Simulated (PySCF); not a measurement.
CH₅ClFNSi.

```xyz
10

C      1.7291     0.8618     0.4374
Si     0.1082     0.2504    -0.2045
N     -1.0730     1.4777    -0.2467
F      0.3892    -0.4263    -1.6602
Cl    -0.6578    -1.2824     0.9512
H      1.6335     1.2277     1.4706
H      2.1097     1.6861    -0.1880
H      2.4793     0.0565     0.4198
H     -2.0585     1.2526    -0.3383
H     -0.8619     2.3943    -0.6285
```

Coordinates come from a r2SCAN-D4/def2-SVP optimisation. The structure was generated by enumeration; whether it is a known compound was not checked. Other conformers were not sampled.

Level of theory: KT2/pcSseg-1 (PySCF). Non-relativistic, no solvent.

### Question
Give the absolute GIAO shielding of each atom: isotropic value and principal components (ppm). (An estimate is asked for; the answer gives what the named calculation found.)

### Answer

```json
[
 {"atom": "C1", "σ(iso)": "183.9", "σ11": "176.7", "σ22": "181.1", "σ33": "193.9", "span": "17.2"},
 {"atom": "Si2", "σ(iso)": "358.6", "σ11": "336.7", "σ22": "346.4", "σ33": "392.6", "span": "55.9"},
 {"atom": "N3", "σ(iso)": "221.4", "σ11": "195.5", "σ22": "207.8", "σ33": "260.8", "span": "65.3"},
 {"atom": "F4", "σ(iso)": "260.2", "σ11": "206.3", "σ22": "253.3", "σ33": "321.1", "span": "114.8"},
 {"atom": "Cl5", "σ(iso)": "887.5", "σ11": "772.0", "σ22": "850.6", "σ33": "1040.0", "span": "268.0"},
 {"atom": "H6", "σ(iso)": "30.8", "σ11": "26.7", "σ22": "28.5", "σ33": "37.3", "span": "10.6"},
 {"atom": "H7", "σ(iso)": "30.9", "σ11": "26.5", "σ22": "28.3", "σ33": "37.9", "span": "11.4"},
 {"atom": "H8", "σ(iso)": "30.7", "σ11": "26.4", "σ22": "28.4", "σ33": "37.4", "span": "10.9"},
 {"atom": "H9", "σ(iso)": "29.9", "σ11": "23.1", "σ22": "26.2", "σ33": "40.2", "span": "17.0"},
 {"atom": "H10", "σ(iso)": "30.0", "σ11": "23.5", "σ22": "25.9", "σ33": "40.7", "span": "17.3"}
]
```
